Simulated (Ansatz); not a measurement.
The inner images of a band of BCl2F + BrH (6 atoms, charge 0, multiplicity 1) are given out of order.

Method: Ansatz, RKS PBE-D4/def2-SVP.

Initial state:

```xyz
6
Properties=species:S:1:pos:R:3
B 0.003 0.353 -0.124
F 0.011 0.497 1.201
Cl 1.528 0.335 -0.984
Cl -1.533 0.237 -0.955
Br 0.084 -2.933 1.133
H 0.051 -1.774 1.981
```

Final state:

```xyz
6
Properties=species:S:1:pos:R:3
B 0.021 -0.605 -0.462
F 0.014 0.192 2.089
Cl 1.521 0.180 -0.885
Cl -1.522 0.100 -0.868
Br 0.072 -2.402 0.278
H 0.039 -0.749 2.101
```

Task: Put them in order from the first end to the last, with their energies above the first end.
A.
```xyz
6
Properties=species:S:1:pos:R:3
B 0.004 0.191 -0.021
F 0.005 0.431 1.301
Cl 1.538 0.173 -0.864
Cl -1.535 0.097 -0.849
Br 0.079 -2.676 0.927
H 0.055 -1.499 1.758
```
B.
```xyz
6
Properties=species:S:1:pos:R:3
B 0.014 -0.147 0.014
F 0.012 0.226 1.405
Cl 1.545 0.159 -0.809
Cl -1.535 0.095 -0.797
Br 0.065 -2.421 0.754
H 0.043 -1.196 1.685
```
C.
```xyz
6
Properties=species:S:1:pos:R:3
B 0.019 -0.454 -0.148
F 0.013 0.113 1.629
Cl 1.533 0.189 -0.784
Cl -1.530 0.113 -0.770
Br 0.071 -2.394 0.487
H 0.038 -0.850 1.838
```
D.
```xyz
6
Properties=species:S:1:pos:R:3
B 0.021 -0.549 -0.313
F 0.014 0.151 1.840
Cl 1.528 0.193 -0.807
Cl -1.527 0.115 -0.792
Br 0.071 -2.405 0.349
H 0.038 -0.789 1.975
```
E.
```xyz
6
Properties=species:S:1:pos:R:3
B 0.016 -0.302 -0.033
F 0.013 0.125 1.494
Cl 1.538 0.182 -0.791
Cl -1.534 0.108 -0.777
Br 0.070 -2.391 0.654
H 0.041 -1.005 1.706
```
F.
```xyz
6
Properties=species:S:1:pos:R:3
B 0.009 0.036 0.014
F 0.007 0.328 1.349
Cl 1.545 0.158 -0.829
Cl -1.537 0.086 -0.818
Br 0.072 -2.528 0.830
H 0.048 -1.362 1.706
```
G.
```xyz
6
Properties=species:S:1:pos:R:3
B 0.000 0.293 -0.069
F 0.003 0.507 1.250
Cl 1.533 0.231 -0.911
Cl -1.533 0.151 -0.899
Br 0.081 -2.825 1.033
H 0.061 -1.641 1.848
```

Result: G (+1.4 kJ/mol), A (+9.4 kJ/mol), F (+32.9 kJ/mol), B (+74.0 kJ/mol), E (+99.8 kJ/mol), C (+87.4 kJ/mol), D (+78.3 kJ/mol).

Time of the run: 4 min on 2 threads of Arm Neoverse V2, on a shared host, peak memory 0.14 GiB.
